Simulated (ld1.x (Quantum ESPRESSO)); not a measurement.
## Te: one change to a TM potential, before and after

Te (Z = 52), norm-conserving Troullier–Martins (Kleinman–Bylander form), made with ld1.x (Quantum ESPRESSO) 7.5 (LDA (PZ), scalar-relativistic). Core [Kr] 4d10, reference 5s1 5p5. Waves: 5p (bound): rc 2.10 bohr; 5s (bound): rc 1.75 bohr. Local part: the s channel. Core correction: none.

Change: reference 5s1.5 5p4.5.

Cutoffs: the cutoffs (Ry, on a coarse ladder) from which the occupation-weighted sum of valence levels, in a spherical-Bessel basis at the reference potential, stays within 10 and 1 mRy of its value at 400 Ry; they do not see the model core or the augmentation charge, which bear on the density cutoff. Errors are all-electron minus pseudo energies relative to the spin-unpolarised reference configuration.

Task: What does the change do?

Result: The potential gets harder (25 Ry and 40 Ry → 30 Ry and 45 Ry); neither file shows a bound ghost.

| quantity | base | changed |
| --- | --- | --- |
| cutoff, loose | 25 Ry | 30 Ry |
| cutoff, tight | 40 Ry | 45 Ry |
| bound ghosts | none | none |
| largest error over its own tests, meV | +213 | +74 |
| s: phases at 2.29 bohr within 0.05 rad from the reference energy up to (Ry; the scan ends near 5) | 3.0 | 3.1 |
| p: phases at 2.29 bohr within 0.05 rad from the reference energy up to (Ry; the scan ends near 5) | 4.6 | 4.6 |
